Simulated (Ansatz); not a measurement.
Reaction (ligand exchange at a B–Cl bond): `COBCl` + H–F → `COBF` + HCl

Program: Ansatz. Geometries: PBE0-D4/def2-TZVP. ΔE: electronic, gas phase. CCSD(T)/CBS adds triple-zeta CCSD(T) − MP2 to the extrapolated MP2 energy (def2 sets, frozen cores). This one scheme is used for every species. DFT in def2-TZVPP. B3LYP here is the variant with VWN-RPA as its local correlation; programs differ in this. Each species was taken in one conformer, which may not be the lowest.

Question: Is it downhill or uphill in electronic energy at CCSD(T)/CBS, and by how much? (Estimate.)

Answer: Ansatz gave: Downhill: ΔE = -12.5 kcal/mol.

Question: What do these levels give: LDA (SPW92), B97M-V, ωB97X-V, B3LYP, BHLYP, CCSD/def2-SVP, CCSD(T)/def2-SVP, HF/def2-TZVPP, MP2/def2-TZVPP, SCS-MP2/def2-TZVPP, CCSD/def2-TZVPP, MP2/CBS(def2)? (Estimate.)

Answer: Ansatz gave: LDA (SPW92) -13.4, B97M-V -14.7, ωB97X-V -13.9, B3LYP -15.2, BHLYP -15.9, CCSD/def2-SVP -16.3, CCSD(T)/def2-SVP -15.9, HF/def2-TZVPP -17.2, MP2/def2-TZVPP -12.0, SCS-MP2/def2-TZVPP -13.3, CCSD/def2-TZVPP -14.2, MP2/CBS(def2) -11.0 kcal/mol.

Question: What do rigid-rotor, harmonic-oscillator terms from PBE0-D4/def2-TZVP frequencies (298.15 K, 1 bar) make of the CCSD(T)/CBS value? (Estimate.)

Answer: Computed: ΔZPE = -0.7 kcal/mol, ΔH = -13.3 kcal/mol, ΔS = 1 J/(mol·K), ΔG = -13.4 kcal/mol.

Largest T1 diagnostic among the species: 0.013.

Leaving LDA and LC-ωPBE aside and taking each functional with its dispersion term where it has one, the values, not all of them listed here, spread over 4.1 kcal/mol, from CAM-B3LYP-D4 to revPBE-D4. The D4 term adds +0.9 kcal/mol with B3LYP and +0.5 kcal/mol with PBE0; it sums over pairs of atoms, weighted by their polarisabilities, and B3LYP, whose exchange is more repulsive, gets the larger term.
